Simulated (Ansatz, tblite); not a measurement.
Spin states of LiSn2, each relaxed with PBE-D4/def2-TZVP in Ansatz. Electronic energies in the gas phase.

In the def2 sets Sn takes a core potential; there is no spin–orbit coupling. The xTB rows come from tblite. B3LYP takes the VWN-RPA correlation. Correlated methods freeze 8 core orbitals; core or outer-core shells of Li, Sn are correlated, in sets that lack core-valence functions. HOMO above LUMO, or a gap near zero within one spin, warns that the state may not be the lowest or that an electron is smeared out. The structure comes from a short search, and lower isomers may exist.

Doublet geometry (C2v within 0.1 Å):

```xyz
3

Li   -0.396   -0.859    1.376
Sn   -0.364   -0.494   -1.426
Sn    0.759    1.353    0.050
```

Quartet geometry (C2v within 0.1 Å):

```
atom   x (Å)   y (Å)   z (Å)
 Li1   1.487   0.161   0.408
 Sn2  -0.957  -1.022   0.947
 Sn3  -0.530   0.861  -1.355
```

⟨S²⟩: doublet 0.76 at PBE0-D4/def2-TZVP (pure 0.75), quartet 3.75 at PBE0-D4/def2-TZVP (pure 3.75).

Run but left out: HF/def2-TZVP, HF/def2-TZVPP, MP2/def2-TZVP, MP2/def2-TZVPP, CCSD/def2-TZVPP, CCSD(T)/def2-TZVPP (doublet: ⟨S²⟩ 1.95, where a pure state has 0.75).

Only these spin states were relaxed.

```csv
level,quartet − doublet (kJ/mol),lowest of these,remarks
GFN1-xTB,173.3,doublet,–
GFN2-xTB,168.6,doublet,–
PBE-D4/def2-TZVP,74.4,doublet,gap within one spin near zero (doublet)
BLYP-D4/def2-TZVP,78.4,doublet,gap within one spin near zero (doublet)
r2SCAN-D4/def2-TZVP,71.1,doublet,–
B3LYP-D4/def2-TZVP,74.0,doublet,–
PBE0-D4/def2-TZVP,66.9,doublet,–
r2SCAN0-D4/def2-TZVP,64.1,doublet,–
BHLYP-D4/def2-TZVP,70.2,doublet,–
CAM-B3LYP-D4/def2-TZVP,74.0,doublet,–
RPA@PBE/def2-TZVP,85.8,doublet,–
```

Change of the quartet − doublet gap on mixing in exact exchange, in kJ/mol: PBE to PBE0 (25 % exact exchange) -7.5; BLYP to B3LYP (20 % exact exchange) -4.4; BLYP to BHLYP (50 % exact exchange) -8.2; r2SCAN to r2SCAN0 (25 % exact exchange) -6.9.

The xTB methods have no term that favours high spin, so they put low spin too low.
